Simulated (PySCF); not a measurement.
**Correlation energy of Ne (neon, neutral)**

[Ne], closed-shell 1S. Computed with PySCF 2.14 in aug-cc-pwCVDZ, with no relativity, point nucleus. Frozen: nothing; 10 electrons correlated.

| level | correlation energy (mhartree) |
| --- | --- |
| CCSD | -252.36 |
| (T) | -3.27 |
| CCSD(T) | -255.63 |
| CCSDT | -255.71 |

Diagnostics: T1 = 0.0080, D1 = 0.0141, largest double amplitude 0.033.

**Question.** Is a single reference adequate?

**Answer.** Yes: T1 lies below 0.03 and no double amplitude reaches 0.07.
